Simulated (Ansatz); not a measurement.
Program: Ansatz 0.2.0.

Basis-set series for C₂H₄CuNO, SMILES `CC#[N+][Cu-][OH]`. Total charge 0; spin multiplicity 1. The structure was optimised at the PBE0-D4/def2-TZVP level. It is one conformer, not always the lowest.

| functional | basis | functions | energy (Eh) | HOMO (eV) | LUMO (eV) |
| --- | --- | --- | --- | --- | --- |
| PBE0-D4 | def2-SVP | 107 | -1848.25145 | -5.18 | -0.37 |
| PBE0-D4 | def2-TZVPP | 244 | -1848.74912 | -5.79 | -0.61 |
| ωB97M-V | def2-SVP | 107 | -1848.55840 | -7.49 | 1.59 |
| ωB97M-V | def2-TZVPP | 244 | -1849.06513 | -8.17 | 1.28 |

(1) Give the rows for def2-QZVPP. (Estimate.)

Results:

(1) The calculation gave: 
| functional | basis | functions | energy (Eh) | HOMO (eV) | LUMO (eV) |
| --- | --- | --- | --- | --- | --- |
| PBE0-D4 | def2-QZVPP | 448 | -1848.80433 | -5.88 | -0.67 |
| ωB97M-V | def2-QZVPP | 448 | -1849.11864 | -8.27 | 0.40 |

Positive LUMOs are unbound and depend on the basis. Scalar relativity is left out up to krypton.
